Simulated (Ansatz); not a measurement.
Basis sets compared for Si(OAc)H3 (C₂H₆O₂Si). Total charge 0; singlet. Geometry r2SCAN-D4/def2-SVP. Ansatz on 4 threads of Arm Neoverse V2 on a shared host; times are rough, and most runs start from earlier orbitals.

```xyz
11

Si   -0.4459    0.7153   -1.8200
O    -0.4412    0.5513   -0.1058
C     0.3309   -0.4370    0.3939
C     0.2748   -0.5123    1.8900
O     0.9784   -1.1607   -0.3296
H     0.9305   -1.3129    2.2508
H    -0.7623   -0.6950    2.2104
H     0.5752    0.4546    2.3210
H    -0.9884   -0.5107   -2.4608
H     0.9151    1.0459   -2.3164
H    -1.3670    1.8617   -2.0336
```

Binding counts from free atoms (Si triplet, O triplet, C triplet, H doublet) in the same basis, without a counterpoise term.

```tsv
level	functions	energy (Eh)	HOMO (eV)	LUMO (eV)	binding per atom (eV)	wall time
HF/STO-3G	35	-511.6109	-8.83	8.70	3.32	0.1 s
HF/6-31G	61	-517.7577	-12.45	3.45	2.53	0.25 s
PBE-D4/def2-SVP	104	-519.1366	-6.38	-1.04	4.18	0.7 s
PBE-D4/def2-TZVP	197	-519.5081	-6.58	-1.24	4.15	1.4 s
r2SCAN-D4/def2-TZVP	197	-519.7720	-6.92	-0.97	4.08	2.7 s
PBE0-D4/def2-SVP	104	-519.1739	-8.14	0.06	4.08	0.85 s
PBE0-D4/def2-TZVP (with forces)	197	-519.5424	-8.24	-0.09	4.05	2.4 s
```

Task: Estimate the rows for PBE-D4/def2-TZVPD, r2SCAN-D4/def2-TZVPD, PBE0-D4/def2-TZVPD.

Result: 
```
               level  functions  energy (Eh)  HOMO (eV)  LUMO (eV)  binding per atom (eV)  wall time
   PBE-D4/def2-TZVPD        251    -519.5098      -6.63      -1.32                   4.15      2.1 s
r2SCAN-D4/def2-TZVPD        251    -519.7733      -6.95      -1.02                   4.08        4 s
  PBE0-D4/def2-TZVPD        251    -519.5437      -8.28      -0.17                   4.05      2.7 s
```
